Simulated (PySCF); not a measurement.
Computed IR spectrum (relative IR intensity) of a molecule CH7NSi. Geometry optimised at B3LYP-D3(BJ)/def2-SVP. One conformer was computed; it need not be the lowest. All values below come from B3LYP-D3(BJ)/def2-SVP in PySCF 2.14.0. Frequencies are harmonic and unscaled.

ν (cm⁻¹): 249 (vw), 424 (s), 690 (m), 705 (m), 794 (m), 917 (s), 977 (s), 1004 (vs), 1101 (vw), 1154 (s), 1397 (m), 1452 (w), 1468 (w), 1497 (vw), 2156 (vs), 2212 (s), 2227 (s), 2967 (s), 3046 (m), 3090 (w), 3592 (w) (against the strongest line: vs over 80 %, s over 45 %, m over 15 %, w over 4 %, vw less)

Task: Which structure fits?
(A) CN[SiH3]
(B) NC[SiH3]
(C) C[SiH2]N

Result: A, CN[SiH3]
